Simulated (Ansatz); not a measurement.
Reaction (atomization): `C/C=C\[NH][AlH2]` → Al• + 3 C• + 8 H• + N•

Computed with Ansatz on PBE0-D4/def2-TZVP structures; ΔE is electronic, products minus reactants. CCSD(T)/CBS is the MP2 limit (def2-TZVPP, def2-QZVPP) plus CCSD(T) − MP2 in def2-TZVPP, frozen cores. This one scheme is used for every species, atoms too. No spin–orbit coupling; open shells (•) take unrestricted orbitals. Spin–orbit coupling would lower the free atoms: a little for Al, C. Each species was taken in one conformer, which may not be the lowest.

```csv
species,MP2/def2-TZVPP energy (Eh)
`C/C=C\[NH][AlH2]`,-415.50158
Al•,-241.90999
C•,-37.75859
H•,-0.49981
N•,-54.49761
```

(1) Work out ΔE.

Largest T1 diagnostic among the species: 0.018.

Answers

(1) ΔE = 8 × (-0.49981) + 3 × (-37.75859) + (-241.90999) + (-54.49761) − (-415.50158) = 1.81973 Eh = +4777.7 kJ/mol. CCSD(T)/CBS gives +4843.8 kJ/mol.

In def2-TZVPP, CCSD(T) changes the Hartree–Fock value by +1167.3 kJ/mol (the triples alone add +67.4 kJ/mol) and MP2 by +1221.7 kJ/mol; breaking electron pairs costs correlation energy, which Hartree–Fock lacks. From PBE to PBE0 (25 % exact exchange), in def2-TZVPP and without D4, ΔE moves by −73.4 kJ/mol: exact exchange takes away binding that semilocal exchange gives to molecules.

For atomizations the MP2-based limit and the directly extrapolated one differ by several kJ/mol either way, and by 10 to 25 for some Ge, Se and Sn compounds, so smaller differences from it don't rank the levels.
